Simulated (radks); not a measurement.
Task: Mn2+, configuration [Ar] 3d5 (the NIST ground configuration). All-electron calculation, Dirac Kohn-Sham, PBE, spin-unpolarised, spherical densities, finite nucleus; open shells are shared between the two j in proportion to 2j + 1; Fermi nuclear charge, rms radius 3.7057 fm. Program: a radial shooting solver on a logarithmic mesh with Libxc functionals. Some entries of the table are withheld. Estimate them.

| orbital | occ. | eigenvalue (hartree) | <1/r> (bohr^-1) | <r> (bohr) |
|---|---|---|---|---|
| 1s1/2 | 2 | (1) | 24.93 | 0.06090 |
| 2s1/2 | 2 | -27.97904 | (2) | 0.2792 |
| 2p1/2 | 2 | -24.05675 | 5.266 | 0.2451 |
| 2p3/2 | 4 | -23.67333 | 5.180 | 0.2480 |
| 3s1/2 | 2 | -3.81024 | 1.662 | (3) |
| 3p1/2 | 2 | -2.69243 | 1.534 | (4) |
| 3p3/2 | 4 | -2.64587 | 1.515 | (5) |
| 3d3/2 | 2 | -0.89637 | 1.163 | 1.146 |
| 3d5/2 | 3 | -0.89183 | 1.159 | 1.151 |

Result: 
(1) 1s1/2 eigenvalue (hartree): -236.8958
(2) 2s1/2 <1/r> (bohr^-1): 5.324
(3) 3s1/2 <r> (bohr): 0.8521
(4) 3p1/2 <r> (bohr): 0.8981
(5) 3p3/2 <r> (bohr): 0.9071
